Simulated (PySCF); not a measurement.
## Carbon: a sound run and one with changed settings

Sound run: C⁺ [He] 2s2 2p1, C²⁺ [He] 2s2. Calculation: PySCF 2.14, in jorge-DZP-DKH; the spin-free X2C one-electron Hamiltonian (Gaussian nucleus). In the sound run the correlated levels freeze 1s2. The sound run starts from symmetry-adapted Hartree-Fock orbitals and uses a fine grid where one is needed.

Changed run: all electrons correlated in a basis built for the valence shell.

```tsv
species	method	sound run (hartree)	changed run (hartree)	converged
C⁺	MP2	-37.34864	-37.36192	yes
C⁺	CCSD(T)	-37.37473	-37.38885	yes
C²⁺	MP2	-36.45870	-36.47187	yes
C²⁺	CCSD(T)	-36.49081	-36.50468	yes
```

Ionisation energy of C⁺:

```
 method  sound run (eV)  changed run (eV)
    UHF          24.157            24.157
    MP2          24.217            24.219
SCS-MP2          24.172            24.173
   CCSD          24.036            24.044
CCSD(T)          24.053            24.060
```

A valence basis has no tight correlating functions, so it recovers only part of the core correlation, and not evenly between atom and ion.

For comparison, NIST gives 24.383 eV between the lowest levels.
